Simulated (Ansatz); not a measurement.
Energy needed to pull apart CH$_{6}$BIn (SMILES [BH2][InH][CH3]), singlet, into free ground-state atoms, from the structure below (displaced at random from a GFN2-xTB minimum); no zero-point or spin–orbit terms; open-shell atoms are treated unrestricted, in their ground-state multiplicity.

B1  (-2.067, 0.506, -1.025)
In2  (-0.339, 0.366, 0.592)
C3  (1.691, -0.620, 0.291)
H4  (-2.825, -0.422, -1.138)
H5  (-2.184, 1.412, -1.717)
H6  (-0.537, 1.108, 2.269)
H7  (2.553, 0.088, 0.629)
H8  (1.863, -0.845, -0.805)
H9  (1.793, -1.554, 0.870)
(Å)

Computed with Ansatz 0.2.0 (basis: def2-TZVPP); correlated methods freeze the cores. Filled d shells of the heavier atoms are correlated. Core potentials replace the inner electrons of the atoms past krypton. The def2 sets are not built for correlating such inner shells, so the correlated values are less sure here.

```csv
method,atomization energy (eV)
PBE-D4,27.63
r2SCAN-D4,?
PBE0-D4,27.44
BHLYP-D4,27.08
CAM-B3LYP-D4,27.62
wB97M-V,?
HF,20.96
MP2,26.81
CCSD,26.70
CCSD(T),26.98
```

Question: What does r2SCAN-D4 give? (An estimate is asked for; the value comes from the calculation.)

Answer: By the calculation: 27.59 eV, which is about 0.61 eV more than CCSD(T)/def2-TZVPP.

Question: What does wB97M-V give? (An estimate is asked for; the value comes from the calculation.)

Answer: Computed: 27.58 eV, which is about 0.60 eV more than CCSD(T)/def2-TZVPP.

In triple zeta the MP2 and coupled-cluster atomization energies are still short of their basis limit by a few kcal/mol a bond, whereas those of the functionals are nearly converged, so these differences are not deviations from converged CCSD(T).

T1 diagnostic: at most 0.014.

For scale, one of the runs: CCSD(T)/def2-TZVPP forces, 196 basis functions (an equivalent command: `ansatz run in.yaml --threads 4`). Time: 5.8 min of wall clock on 4 CPU threads; the host was shared. Peak host memory: 3 GiB.
